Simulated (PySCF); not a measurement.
# `C(C#CC#CN(C)C)#N`, C7H6N2

Geometry:
| atom | x (Å) | y (Å) | z (Å) |
| --- | --- | --- | --- |
| C1 | -2.163 | 1.004 | 0.058 |
| N2 | -1.314 | -0.097 | 0.447 |
| C3 | -1.919 | -1.408 | 0.439 |
| C4 | -0.011 | 0.015 | 0.324 |
| C5 | 1.201 | 0.133 | 0.294 |
| C6 | 2.531 | 0.258 | 0.232 |
| C7 | 3.746 | 0.371 | 0.173 |
| C8 | 5.088 | 0.497 | 0.108 |
| N9 | 6.235 | 0.605 | 0.052 |
| H10 | -1.614 | 1.939 | 0.146 |
| H11 | -2.517 | 0.897 | -0.975 |
| H12 | -3.031 | 1.037 | 0.720 |
| H13 | -2.784 | -1.405 | 1.106 |
| H14 | -2.254 | -1.694 | -0.565 |
| H15 | -1.200 | -2.145 | 0.792 |

Method: quadratic response B3LYP/def2-SVPD first hyperpolarisability, Taylor convention, gas phase in PySCF 2.14.0. Geometry: GFN2-xTB.

Question: Give the tensor of the static β(0;0,0) in the axes of these coordinates.

Answer: In au, Taylor convention; rows are the first index (the induced dipole):
|  | xx | yy | zz | xy | xz | yz |
| --- | --- | --- | --- | --- | --- | --- |
| x | -1314.2 | +83.5 | +97.7 | -132.9 | +124.7 | +11.4 |
| y | -132.9 | +35.0 | +13.2 | +83.5 | +11.4 | +15.7 |
| z | +124.7 | +15.7 | +49.7 | +11.4 | +97.7 | +13.2 |

Norm of βᵢ = ⅓ Σⱼ (βᵢⱼⱼ + βⱼᵢⱼ + βⱼⱼᵢ): 1151.9 au, hyper-Rayleigh value 529.5 au.
